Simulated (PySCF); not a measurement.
**Worked example: chemical shift, span and skew from a shielding tensor**

C2H10OSi3, SMILES O=C[Si@H]([SiH3])C[SiH3]. Atoms are numbered in the order given.

```xyz
16

O      1.4780    -0.2253     2.4832
C      1.6055    -0.9212     1.5005
Si     0.3358    -0.8181     0.0381
Si     1.3403     0.5293    -1.6154
C     -1.2437    -0.0768     0.7479
Si    -2.4202     0.7468    -0.4725
H      2.4919    -1.6136     1.4146
H      0.1290    -2.1898    -0.5188
H      2.6892    -0.0182    -1.9493
H      1.4977     1.9211    -1.1013
H      0.5112     0.5566    -2.8557
H     -0.9106     0.6640     1.4969
H     -1.7790    -0.8661     1.3034
H     -3.6293     1.2802     0.2198
H     -2.8564    -0.2300    -1.5136
H     -1.7209     1.8742    -1.1566
```

Geometry optimised at B3LYP-D3(BJ)/def2-SVP. The structure was generated by enumeration; whether it is a known compound was not checked. The values are those of a single conformer.

GIAO shieldings from PBE/pcSseg-1 (PySCF), non-relativistic, no solvent. The symmetric part of the tensor of C2 has the principal values -191.7, -80.5, 81.8 ppm. The same nucleus in TMS has σ = 182.0 ppm at this level (PySCF, at its B3LYP-D3(BJ)/def2-TZVP geometry).

Question: Work out the isotropic shielding, the ¹³C shift against TMS, the span and the skew.

Answer: 
σ(iso) = (σ11 + σ22 + σ33)/3 = -63.5 ppm. δ = σ(ref) − σ(iso) = 182.0 − (-63.5) = 245.5 ppm.
Span Ω = σ33 − σ11 = 273.5 ppm. Skew κ = 3(σ(iso) − σ22)/Ω = 0.19. Tumbling in solution averages the tensor to δ; in a static solid the shielding alone would spread this spin-1/2 line over Ω.
